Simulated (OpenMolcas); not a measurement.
**What dynamic correlation does to the levels of Sn2+**

* Program: OpenMolcas
* Basis: ANO-RCC-VTZP [7s6p4d2f1g]
* Scalar Hamiltonian: DKH2, point nucleus
* Active space: 2 electrons in 8 orbitals (5s 5p 6s 6p)
* State averaging: 2S+1 = 3 even, 3 roots; 2S+1 = 1 even, 7 roots; 2S+1 = 3 odd, 3 roots; 2S+1 = 1 odd, 3 roots
* Spin-orbit coupling: RASSI with atomic mean-field integrals over the reference wave functions, term energies averaged over their components

Methods on the same reference wave functions:
A. CASSCF
B. SS-CASPT2, IPEA 0.25 Eh, imaginary shift 0.1 Eh (closed shells correlated: 4d)
C. MS-CASPT2, IPEA 0.25 Eh, imaginary shift 0.1 Eh (closed shells correlated: 4d)

Energies in eV above 5s2 1S0, the measured ground level; measured values from Moore, Atomic Energy Levels, vol. III, NSRDS-NBS 35 (1971 reprint of NBS Circular 467, 1958).

```
      Level        A       B       C  Measured
    5s2 1S0   0.0000  0.0000  0.0000    0.0000
5s 5p 3P* 0   6.1494   6.590   6.629    6.6391
5s 5p 3P* 1   6.3316   6.766   6.805    6.8435
5s 5p 3P* 2   6.7362   7.176   7.216    7.3434
5s 5p 1P* 1  10.6403   9.713   9.752    9.9077
    5p2 3P0  15.4955  15.892  15.932   15.7842
    5p2 3P1  15.6816  16.078  16.118   16.1328
```

Deviations, from unrounded energies. A percentage is the sum of absolute deviations over the sum of measured energies, with the sign that they share, or ± where signs differ.

```json
{"Against measurement": "mean absolute deviation (cm-1)", "Levels": "6", "A": "4100", "B": "880", "C": "660"}
{"Against measurement": "other configurations (%)", "Levels": "6", "A": "±4.9", "B": "±1.0", "C": "±0.8"}
```

C lies closest to measurement on these levels and A furthest from it. The largest miss of C in the table is 5s 5p 1P* 1, by -1300 cm-1. The ranking rests on the paired levels alone, and a cruder setting can come out closer through cancelling errors.

Between B and C the level of the table that moves most is 5s 5p 3P* 0, by 320 cm-1 (lowest in B, highest in C). Moves below CASPT2's spread within the term are not significant.

The lowest spin-free term lies below A's lowest term by 0.409 hartree in B, 0.410 hartree in C.

Over all roots computed the reference weight is 0.87 to 0.94 in B, 0.87 to 0.94 in C; the roots of lowest weight are the least certain, and an intruder state may touch them. The run also gave levels led by 5s 6s, which use shells meant for correlation; these and all levels above them are left out. The ¹D term of p² mixes with s d, which this space lacks. Computed and measured levels are paired by configuration, term and J; levels that our copy of the source lacks, or whose pairing is in doubt (as where it misses far off the trend of its configuration), stay unpaired and out of the deviations. Levels of configurations outside the active space are missing. Levels that lie high or do not pair safely by name in every column are left out.

* marks odd parity.
